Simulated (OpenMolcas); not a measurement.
An atom or ion with 42 electrons was computed by MS-RASPT2, IPEA 0.25 Eh, imaginary shift 0.1 Eh with spin-orbit coupling (OpenMolcas, ANO-RCC-VTZP, DKH2). The lowest levels that the run gave, each within 12 % of the measured value where one is at hand:

| J | Parity | E (cm-1) | g |
| --- | --- | --- | --- |
| 4 | even | 0.0 | 1.498 |
| 3 | even | 1166 | 1.499 |
| 2 | even | 1860 | 1.499 |
| 1 | even | 2310 | 1.500 |
| 0 | even | 2530 |  |
| 6 | even | 15880 | 1.163 |
| 4 | even | 16000 | 0.950 |
| 2 | even | 16140 | 1.489 |
| 5 | even | 16180 | 1.059 |
| 4 | even | 17810 | 1.080 |
| 3 | even | 17980 | 1.023 |
| 2 | even | 18530 | 0.675 |

Task: Which ion is it, and what are the configurations and terms?

Result: Ru2+ (Z = 44, charge +2; active space 12 electrons in 8 orbitals (RAS1 4p, at most 2 holes; RAS2 4d)). J, parity and g give the terms where levels are pure, and mixed ones are named by the computed weights; the size of the splittings, set against known spectra of the 42-electron sequence, gives the charge. In order, with the measured energies in cm-1 (Moore, Atomic Energy Levels, vol. III, NSRDS-NBS 35 (1971 reprint of NBS Circular 467, 1958)): 4d6 5D4, 4d6 5D3 (1159), 4d6 5D2 (1826), 4d6 5D1 (2266), 4d6 5D0 (2476), 4d6 3H6, 4d6 3H4 [56 %], 4d6 3P2(1), 4d6 3H5, 4d6 3F4(1) [59 %], 4d6 3F3(1), 4d6 3F2(1).

CASPT2 does not keep the components of a term degenerate, so their means are used; among the terms shown or strongly mixed into the levels shown the widest spread is 670 cm-1 (4d6 3H). Active for correlation alone: 4p; no level in the range computed is led by a configuration that opens it, so any true level of that kind is missing. Measured partners are found by configuration, term and J. A level has none where our copy of the source lacks it or the pairing is in doubt (some pairs that miss far off the trend of their configuration count as doubtful), and it then counts in no deviation. Levels of configurations outside the active space are missing.

A share in square brackets marks a mixed level and gives the weight of the term that names it. A number in round brackets counts repeated terms of one configuration in the order of the reference energies.
